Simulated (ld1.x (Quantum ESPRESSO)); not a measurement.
Configuration tests for mercury (Hg) (ultrasoft)

- Element: mercury
- Generator: ld1.x (Quantum ESPRESSO) 7.5
- Type: ultrasoft
- Functional: PBE
- Relativity: scalar-relativistic
- Frozen core: [Xe] 4f14
- Valence charge: 12
- Reference configuration: 5d10 6s1.75 6p0.25
- Partial waves: 6s (bound): rcut 1.60, rcutus 2.00 bohr; 6s channel at 3.95 Ry: rcut 1.60, rcutus 2.00 bohr; 6p (bound): rcut 2.20, rcutus 2.80 bohr; 6p channel at 1.1 Ry: rcut 2.20, rcutus 2.80 bohr; 5d (bound): rcut 1.15, rcutus 1.45 bohr; 5d channel at 2.2 Ry: rcut 1.15, rcutus 1.45 bohr
- Local potential: all-electron potential smoothed inside 1.15 bohr (lloc = -1)
- Core correction: a·sin(br)/r model core inside 0.85 bohr
- Augmentation charge: built from norm-conserving waves at rcut, not smoothed further

Energies are relative to the spin-unpolarised reference configuration 5d10 6s1.75 6p0.25; without spin polarisation the order of configurations can differ from experiment. The frozen-core shift is the all-electron ΔE with the core orbitals held at their reference shape minus the fully relaxed ΔE.

| valence configuration | charge | ΔE all-electron (eV) | error AE − PS (meV) | frozen-core shift (meV) |
| --- | --- | --- | --- | --- |
| 5d10 6s2 6p0 | 0 | -1.456 | +0.4 | -0.4 |
| 5d10 6s1 6p0 | +1 | 9.232 | -6.8 | +4.1 |
| 5d10 6s0 6p0 | +2 | 28.207 | -30 | +14 |
| 5d10 6s1.5 6p0 | +0.5 | 2.901 | -1.7 | +1.2 |
| 5d10 6s0 6p2 | 0 | 11.120 | -9.0 | +4.3 |
| 5d8 6s0 6p0 | +4 | 113.490 | -336 | +371 |

Task: What are ΔE and the potential's error for 5d10 6s0 6p1?

Result: ΔE = 16.642 eV all-electron; the error (AE − PS) is -12 meV.

Levels in the configuration 5d10 6s2 6p0:

```json
{"level": "5d", "all-electron (eV)": "-9.860", "pseudo (eV)": "-9.859"}
{"level": "6s", "all-electron (eV)": "-6.816", "pseudo (eV)": "-6.816"}
```

A variational frozen-core shift is positive and of second order in the change. This column holds negative values, so the frozen-core run of ld1.x carries numerical noise or an error of first order here, and the column gives no more than the rough size of the effect.

Note: ghost states, extra bound levels that the all-electron valence spectrum of the same l lacks: p at -483.7 eV, s at -274.8 eV. A true bound ghost makes a file unfit for plane-wave use.
